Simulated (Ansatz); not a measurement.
Geometry optimisation, RKS PBE0-D4/def2-SVP (Ansatz 0.2.0).

Input file:

```yaml
crystal:
  periodic: [false, false, false]
  atoms:
    - { symbol: C, position_ang: [-0.2259, 1.119, -0.1284] }
    - { symbol: C, position_ang: [-0.168, -0.1643, -0.2705] }
    - { symbol: "N", position_ang: [-1.05244, -0.85035, -1.00914] }
    - { symbol: I, position_ang: [1.21313, -1.3192, 0.60849] }
    - { symbol: H, position_ang: [-1.0653, 1.7174, -0.6417] }
    - { symbol: H, position_ang: [0.4405, 1.7474, 0.4434] }
    - { symbol: H, position_ang: [-0.72578, -1.72404, -1.3768] }
    - { symbol: H, position_ang: [-1.55885, -0.27959, -1.7402] }
basis:
  gaussian: { orbitals: def2-SVP }
hamiltonian:
  xc: pbe0
  dispersion: d4
relax:
  f_tol: 0.015
  max_steps: 40
```

Run as:

```bash
$ ansatz run input.yaml --threads 1 --pin off --max-ram 2048MiB --backend cpu --events-out ev --progress --plain --runs-dir out
```

**Question.** Where does it end, and by what steps?

**Answer.** The run converged. After 6 steps the energy has fallen by 0.389 eV; H8 moved furthest, 0.22 Å.

```json
{"step": "0", "energy less start (eV)": "0.0000", "largest force component (eV/Å)": "4.532", "accepted": "yes"}
{"step": "1", "energy less start (eV)": "-0.3496", "largest force component (eV/Å)": "0.990", "accepted": "yes"}
{"step": "2", "energy less start (eV)": "-0.3793", "largest force component (eV/Å)": "0.208", "accepted": "yes"}
{"step": "3", "energy less start (eV)": "-0.3862", "largest force component (eV/Å)": "0.153", "accepted": "yes"}
{"step": "4", "energy less start (eV)": "-0.3884", "largest force component (eV/Å)": "0.120", "accepted": "yes"}
{"step": "5", "energy less start (eV)": "-0.3887", "largest force component (eV/Å)": "0.047", "accepted": "yes"}
{"step": "6", "energy less start (eV)": "-0.3893", "largest force component (eV/Å)": "0.012", "accepted": "yes"}
```

```xyz
8
Properties=species:S:1:pos:R:3
C -0.225 1.192 -0.150
C -0.196 -0.135 -0.321
N -1.071 -0.908 -1.045
I 1.254 -1.293 0.703
H -0.957 1.791 -0.700
H 0.448 1.699 0.539
H -0.679 -1.716 -1.514
H -1.717 -0.383 -1.626
```

The run took 35 s on 1 thread of Arm Neoverse V2, on a shared host, peak memory 0.19 GiB.
